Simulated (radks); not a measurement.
Task: Valence configurations of the tellurium ion Te2+ (all share [Kr]). Method: non-relativistic Kohn-Sham, PBE, spin-unpolarised, spherical densities, point nucleus; relativity is left out, which matters for an element this heavy; computed with a radial shooting solver on a logarithmic mesh with Libxc functionals. Order these by energy: 4d8 5p6; 4d10 5s2 5p2; 4d8.5 5s0.5 5p5; 4d9.5 5s1.5 5p3; 4d10 5p4; 4d10 5s1 5p3; 4d8 5s2 5p4; 4d9 5s2 5p3; 4d9.5 5s0.5 5p4; 4d7 5s2 5p5.

Result: From the lowest, in eV above it: 4d10 5s2 5p2 0.000; 4d10 5s1 5p3 9.059; 4d10 5p4 18.207; 4d9.5 5s1.5 5p3 25.642; 4d9.5 5s0.5 5p4 35.031; 4d9 5s2 5p3 43.263; 4d8.5 5s0.5 5p5 81.734; 4d8 5s2 5p4 91.759; 4d8 5p6 112.17; 4d7 5s2 5p5 145.52. NIST lists [Kr] 4d10 5s2 5p2 as the ground configuration; this level of theory agrees among the configurations tried. The energies are those of spherical spin-averaged densities, not of single terms. Relativity is left out, which favours d and f over s occupation in heavy atoms.
